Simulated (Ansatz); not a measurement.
C3H6NSb (`C[CH2][Sb]1[CH]=[N]1`). Charge 0, multiplicity 1. Sb takes the def2 core potential. All single points use the PBE0-D4/def2-TZVP geometry. It is one conformer, not always the lowest.

```xyz
11

C    -1.058    0.054   -1.042
C    -0.702   -0.754    0.193
Sb    1.431   -1.148    0.350
C     1.923    0.735    1.211
N     2.018    0.948    0.002
H    -0.788   -0.475   -1.960
H    -2.132    0.262   -1.085
H    -0.534    1.012   -1.055
H    -1.185   -1.737    0.178
H    -1.021   -0.252    1.109
H     2.049    1.355    2.100
```

Q: What is the dipole moment at ωB97M-V/def2-TZVPP? (Estimate.)

A: Ansatz gave: 2.05 D, with components (-1.00, -0.80, 1.60) D in this frame, pointing from negative to positive charge.

Q: And with PBE, r2SCAN, B3LYP? (Estimate.)

A: The calculation gave: PBE 1.95 D, r2SCAN 1.99 D, B3LYP 2.04 D.

Q: Give the Mulliken charges with ωB97M-V, B3LYP, PBE in def2-TZVPP. (Estimate.)

A: Ansatz gave: 
```csv
atom,ωB97M-V,B3LYP,PBE
C1,-0.30,-0.24,-0.25
C2,-0.45,-0.38,-0.36
Sb3,0.44,0.49,0.42
C4,-0.20,-0.23,-0.21
N5,-0.22,-0.23,-0.18
H6,0.11,0.08,0.08
H7,0.11,0.08,0.08
H8,0.12,0.10,0.10
H9,0.13,0.10,0.10
H10,0.13,0.10,0.10
H11,0.13,0.12,0.10
```

B3LYP here is the variant with VWN-RPA as its local correlation; programs differ in this.
